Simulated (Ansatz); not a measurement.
Reaction (formal hydrolysis of the Si–C bond): `CC[SiH2]S` + H₂O → `O[SiH2]S` + `CC`

Gas-phase electronic energies from Ansatz, PBE0-D4/def2-TZVP geometries. CCSD(T)/CBS adds triple-zeta CCSD(T) − MP2 to the extrapolated MP2 energy (def2 sets, frozen cores). This one scheme is used for every species. Functionals use def2-TZVPP. B3LYP here is the variant with VWN-RPA as its local correlation; programs differ in this. One conformer a species, not always the lowest.

| level | ΔE (kJ/mol) |
| --- | --- |
| PBE-D4 | -96.8 |
| B3LYP-D4 | -107.9 |
| BLYP | -115.6 |
| r2SCAN | -109.4 |
| B3LYP | -115.6 |
| MP2/def2-SVP | -104.0 |
| CCSD/def2-SVP | -104.0 |
| SCS-MP2/def2-QZVPP | -108.0 |

Problem. What does CCSD(T)/CBS give? (Estimate.)

Solution. The calculation gave: -101.6 kJ/mol. The listed levels differ from it by 4.8, -6.3, -14.0, -7.8, -14.0, -2.4, -2.4, -6.4 kJ/mol.

Largest T1 diagnostic among the species: 0.011.

In def2-TZVPP, CCSD(T) changes the Hartree–Fock value by +21.6 kJ/mol (the triples alone add +2.6 kJ/mol) and MP2 by +21.2 kJ/mol. From BLYP to BHLYP (50 % exact exchange), in def2-TZVPP and without D4, ΔE moves by −3.5 kJ/mol.
